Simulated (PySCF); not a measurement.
O$_{3}$S, charge +1, doublet, geometry from GFN2-xTB (a state made from the parent by changing its charge; the spin is typed, not shown lowest); PySCF with CASSCF(5,7)/def2-SVP.

Input for PySCF:
```python
from pyscf import gto, scf, mcscf
import numpy

mol = gto.Mole()
mol.atom = '''
    O    -0.659942   -1.258830   -0.026637
    S     0.000000   -0.000000    0.000000
    O    -0.759750    1.201380   -0.018741
    O     1.419692    0.057450    0.045378
'''
mol.basis = 'def2-svp'
mol.charge = 1
mol.spin = 1
mol.verbose = 4
mol.build()

mf = scf.ROHF(mol)
mf.kernel()
mc = mcscf.CASSCF(mf, 7, 5)
mc.fix_spin_(ss=0.75)
mc.kernel()
occ = numpy.linalg.eigvalsh(mc.fcisolver.make_rdm1(mc.ci, mc.ncas, mc.nelecas))[::-1]
ss = mc.fcisolver.spin_square(mc.ci, mc.ncas, mc.nelecas)[0]
print('natural occupations', occ.round(4), ' <S^2>', round(ss, 4))
```

Q: Predict the main parts of the log of this PySCF run.

A: 
```
PySCF version 2.14.0

[INPUT] verbose = 4
[INPUT] num. atoms = 4
[INPUT] num. electrons = 39
[INPUT] charge = 1
[INPUT] spin (= nelec alpha-beta = 2S) = 1
[INPUT] symmetry False subgroup None
[INPUT] Mole.unit = angstrom
[INPUT] Symbol           X                Y                Z      unit          X                Y                Z       unit  Magmom
[INPUT]  1 O     -0.659942000000  -1.258830000000  -0.026637000000 AA   -1.247109638098  -2.378843937386  -0.050336634780 Bohr   0.0
[INPUT]  2 S      0.000000000000   0.000000000000   0.000000000000 AA    0.000000000000   0.000000000000   0.000000000000 Bohr   0.0
[INPUT]  3 O     -0.759750000000   1.201380000000  -0.018741000000 AA   -1.435719423138   2.270279171530  -0.035415357300 Bohr   0.0
[INPUT]  4 O      1.419692000000   0.057450000000   0.045378000000 AA    2.682829061236   0.108564765856   0.085751992081 Bohr   0.0

nuclear repulsion = 184.2065055105
number of shells = 26
number of NR pGTOs = 108
number of NR cGTOs = 60
basis = def2-svp
ecp = {}

******** <class 'pyscf.scf.rohf.ROHF'> ********
method = ROHF
initial guess = minao
damping factor = 0
level_shift factor = 0
DIIS = <class 'pyscf.scf.diis.CDIIS'>
diis_start_cycle = 1
diis_space = 8
diis_damp = 0
SCF conv_tol = 1e-09
SCF conv_tol_grad = None
SCF max_cycles = 50
direct_scf = True
direct_scf_tol = 1e-13
num. doubly occ = 19  num. singly occ = 1
Set gradient conv threshold to 3.16228e-05
init E= -623.045616270763
  HOMO = -0.443559764643626  LUMO = -0.0457921645628852  gap/eV = 10.82381
cycle= 1 E= -620.983671421827  delta_E= 2.06  |g|= 0.924  |ddm|= 1.99
  HOMO = -0.714195928990069  LUMO = -0.359215979353571  gap/eV = 9.65950
cycle= 2 E= -621.112739618774  delta_E= -0.129  |g|= 0.532  |ddm|= 0.887
  HOMO = -0.704501354967059  LUMO = -0.272765280028477  gap/eV = 11.74814
cycle= 3 E= -621.167755991663  delta_E= -0.055  |g|= 0.0874  |ddm|= 0.347
  HOMO = -0.679538289304829  LUMO = -0.25628733760341  gap/eV = 11.51725
cycle= 4 E= -621.169152428224  delta_E= -0.0014  |g|= 0.014  |ddm|= 0.0428
  HOMO = -0.679918538063415  LUMO = -0.256809789584002  gap/eV = 11.51338
cycle= 5 E= -621.16923984537  delta_E= -8.74e-05  |g|= 0.00254  |ddm|= 0.0159
  HOMO = -0.679587450059282  LUMO = -0.257126033090654  gap/eV = 11.49576
cycle= 6 E= -621.169243520798  delta_E= -3.68e-06  |g|= 0.000471  |ddm|= 0.00349
  HOMO = -0.679483718769285  LUMO = -0.257108244322898  gap/eV = 11.49342
cycle= 7 E= -621.169243681191  delta_E= -1.6e-07  |g|= 0.000102  |ddm|= 0.000696
  HOMO = -0.679454065570365  LUMO = -0.257114159920271  gap/eV = 11.49245
cycle= 8 E= -621.169243688364  delta_E= -7.17e-09  |g|= 1.27e-05  |ddm|= 0.000152
  HOMO = -0.679452808161951  LUMO = -0.257116664362507  gap/eV = 11.49235
cycle= 9 E= -621.169243688458  delta_E= -9.35e-11  |g|= 1.82e-06  |ddm|= 1.71e-05
  HOMO = -0.67945272731917  LUMO = -0.257116475672385  gap/eV = 11.49235
Extra cycle  E= -621.169243688461  delta_E= -3.41e-12  |g|= 2.23e-06  |ddm|= 2.66e-06
converged SCF energy = -621.169243688461

******** <class 'pyscf.mcscf.mc1step.CASSCF'> ********
CAS (3e+2e, 7o), ncore = 17, nvir = 36
max_cycle_macro = 50
max_cycle_micro = 4
conv_tol = 1e-07
conv_tol_grad = None
orbital rotation max_stepsize = 0.02
orbital rotation threshold for CI restart = 0.01
augmented hessian ah_max_cycle = 30
augmented hessian ah_conv_tol = 1e-12
augmented hessian ah_linear dependence = 1e-14
augmented hessian ah_level shift = 1e-08
augmented hessian ah_start_tol = 2.5
augmented hessian ah_start_cycle = 3
augmented hessian ah_grad_trust_region = 3
kf_trust_region = 3
kf_interval = 4
ci_response_space = 4
ci_grad_trust_region = 3
with_dep4 0
natorb = False
canonicalization = True
sorting_mo_energy = False
ao2mo_level = 2
internal_rotation = False
******** <class 'pyscf.fci.addons.SpinPenaltyFCISolver'> ********
max. cycles = 50
conv_tol = 1e-08
davidson only = True
linear dependence = 1e-12
level shift = 0.001
max iter space = 12
nroots = 1
pspace_size = 400
spin = None
CASCI E = -621.220724710311  S^2 = 0.7500000
Set conv_tol_grad to 0.000316228
macro iter   1 ( 21 JK    4 micro), CASSCF E = -621.246690887831  dE = -2.59661775e-02  S^2 = 0.7500000
               |grad[o]|=0.0672  |grad[c]|=0.0399  |ddm|=0.0181  |maxRot[o]|=0.306
macro iter   2 ( 21 JK    4 micro), CASSCF E = -621.246807074176  dE = -1.16186345e-04  S^2 = 0.7500000
               |grad[o]|=0.00727  |grad[c]|=0.000523  |ddm|=0.00163  |maxRot[o]|=0.314
macro iter   3 ( 21 JK    4 micro), CASSCF E = -621.247807190741  dE = -1.00011656e-03  S^2 = 0.7500000
               |grad[o]|=0.000963  |grad[c]|=0.0085  |ddm|=0.0015  |maxRot[o]|= 0.28
macro iter   4 ( 21 JK    4 micro), CASSCF E = -621.249322071566  dE = -1.51488082e-03  S^2 = 0.7500000
               |grad[o]|=0.00392  |grad[c]|=0.00862  |ddm|=0.00592  |maxRot[o]|=0.261
macro iter   5 ( 21 JK    4 micro), CASSCF E = -621.250432744675  dE = -1.11067311e-03  S^2 = 0.7500000
               |grad[o]|=0.00423  |grad[c]|=0.00812  |ddm|=0.00638  |maxRot[o]|=0.313
macro iter   6 ( 21 JK    4 micro), CASSCF E = -621.251657628787  dE = -1.22488411e-03  S^2 = 0.7500000
               |grad[o]|=0.00599  |grad[c]|=0.0076  |ddm|=0.00452  |maxRot[o]|=0.314
macro iter   7 ( 21 JK    4 micro), CASSCF E = -621.252649000875  dE = -9.91372088e-04  S^2 = 0.7500000
               |grad[o]|=0.00581  |grad[c]|=0.00701  |ddm|=0.00351  |maxRot[o]|=0.314
macro iter   8 ( 20 JK    4 micro), CASSCF E = -621.253090738902  dE = -4.41738027e-04  S^2 = 0.7500000
               |grad[o]|=0.00358  |grad[c]|=0.00695  |ddm|=0.00444  |maxRot[o]|=0.295
macro iter   9 ( 15 JK    4 micro), CASSCF E = -621.253114968108  dE = -2.42292057e-05  S^2 = 0.7500000
               |grad[o]|=0.00158  |grad[c]|=0.00123  |ddm|=0.00253  |maxRot[o]|=0.0817
macro iter  10 ( 14 JK    4 micro), CASSCF E = -621.253117118953  dE = -2.15084492e-06  S^2 = 0.7500000
               |grad[o]|=0.0011  |grad[c]|=0.00337  |ddm|=0.0104  |maxRot[o]|=0.0393
macro iter  11 ( 18 JK    4 micro), CASSCF E = -621.253117676672  dE = -5.57719090e-07  S^2 = 0.7500000
               |grad[o]|=0.000386  |grad[c]|=0.00034  |ddm|=0.00103  |maxRot[o]|=0.0125
macro iter  12 (  9 JK    2 micro), CASSCF E = -621.253117911084  dE = -2.34412141e-07  S^2 = 0.7500000
               |grad[o]|=0.000239  |grad[c]|=0.000144  |ddm|=0.000163  |maxRot[o]|=0.00531
macro iter  13 (  7 JK    1 micro), CASSCF E = -621.253117961533  dE = -5.04488753e-08  S^2 = 0.7500000
               |grad[o]|=0.000127  |grad[c]|=8.59e-05  |ddm|=    0  |maxRot[o]|=0.00337
1-step CASSCF converged in  13 macro (230 JK  47 micro) steps
CASSCF canonicalization
Density matrix diagonal elements [1.94365458 1.94366551 1.02427444 0.00330136 0.02095901 0.03231185
 0.03183325]
CASSCF energy = -621.253117961533
CASCI E = -621.253117961533  E(CI) = -8.18309841987707  S^2 = 0.7500000
natural occupations [1.9452 1.9437 1.0237 0.0323 0.031  0.0208 0.0032]  <S^2> 0.75
```
